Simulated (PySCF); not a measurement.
**Working out the excitation energy of Zr⁺**

Zr⁺ [Kr] 4d2 5s1 (4F) → Zr⁺ [Kr] 4d1 5s1 5p1 (high-spin determinant). All numbers are calculated (PySCF 2.14, scalar relativity through the core potential, in aug-cc-pVDZ-PP with ECP28MDF). Frozen: 4s2 4p6. Energies in hartree (1 hartree = 27.21139 eV):

```tsv
part	Zr⁺ (lower)	Zr⁺ (upper)
UHF	-46.110366	-45.954256
CCSD correlation	-0.012649	-0.022661
(T)	-0.000064	-0.004277
```

Task: What does Hartree-Fock give?

Result: (-45.954256) − (-46.110366) = 0.156110 hartree = 4.248 eV.

Task: What do CCSD and CCSD(T) give?

Result: The CCSD correlation energies differ by -0.010012 hartree = -0.272 eV and the triples by -0.004213 hartree = -0.115 eV, so CCSD gives 3.976 eV and CCSD(T) 3.861 eV.

One determinant mixes LS terms, so it does not stand for a single term.

A double-zeta basis recovers only part of the correlation energy.

The coupled-cluster amplitudes are large, so a single reference is strained.
